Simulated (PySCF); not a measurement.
Does the structure fit the spectrum?

A compound C$_{6}$H$_{7}$N$_{3}$O gives the data below (simulated from a calculation) and was assigned the structure `O=Cc1cn(C2CC2)nn1`.

13C{1H} NMR (computed): δ 169.6 (C), 124.7 (CH), 83.0 (C), 81.4 (CH), 58.0 (CH3), 45.8 (CH2).

1H NMR (600 MHz, computed): δ 7.14 (s, 1H), 5.03 (d, 2H), 4.11 (s, 3H), 1.82 (t, 1H).

- geometry: GFN2-xTB
- shieldings: GIAO PBE0/pcSseg-1
- run in PySCF
- in vacuum, single conformer, one averaged value for each set of equivalent atoms, no relativistic terms

Chemical shifts δ = σref − σ; TMS for 1H (σref 31.72) and 13C (σref 186.93), all at this level.

**Question.** Compare with the shifts computed for the proposed structure, pairing carbons in order of shift.

**Answer.** Structure with atom numbers: `[O:1]=[CH:2][c:3]1[cH:4][n:5]([CH:6]2[CH2:7][CH2:8]2)[n:9][n:10]1`. Each H is labelled by its parent atom.

```tsv
atom	computed for proposal	given list	difference
C2	190.8	169.6	+21.2
C3	153.1	124.7	+28.4
C4	133.6	83.0	+50.6
C6	32.9	81.4	-48.5
C7	12.6	58.0	-45.4
C8	12.6	45.8	-33.2
```

The rms difference is 39.4 ppm and the largest +50.6 ppm at C4 (aromatic CH next to a ring nitrogen). The proposal also would give 5 carbon signals, not 6. The carbon types in order of shift don't match either: CH, C, CH, CH, CH2, CH2 for the proposal against C, CH, C, CH, CH3, CH2 in the data. The proposal doesn't fit.

**Question.** Which isomer fits?

**Answer.** SMILES C#CCn1ncc(OC)n1.

1. Carbon types of the structure: 2 × C, 2 × CH, 1 × CH2, 1 × CH3, which accounts for all hydrogens.
2. δC 169.6: aromatic carbon bearing oxygen; an ipso carbon deshielded by its heteroatom.
3. δC 124.7: aromatic CH next to a ring nitrogen.
4. δC 83.0: alkyne carbon; sp carbons lie upfield of alkene carbons because the cylindrical π system leaves one tensor component strongly shielded.
5. δC 81.4: terminal alkyne carbon; sp carbons lie upfield of alkene carbons because the cylindrical π system leaves one tensor component strongly shielded.

Other isomers checked: CC(=O)c1cnnnc1C (rms 40.3 ppm); C=Cn1cc(C(C)=O)nn1 (rms 41.3 ppm).

The shifts were computed for this structure.

Shifts are as computed. Against solution values, carbons near 30 ppm lie about +3 ppm off and those near 130 ppm about +5 ppm. Of 1211 compounds with measured shifts, 218 miss one by over three times the rms of a fit or turn the order of signals round; such compounds aren't used in these exercises. No couplings were computed; multiplicities are counted from neighbouring protons, with m where these are inequivalent, close in shift, in a saturated or five-membered ring or joined by F or P, and br s for small geminal =CH2 splittings.
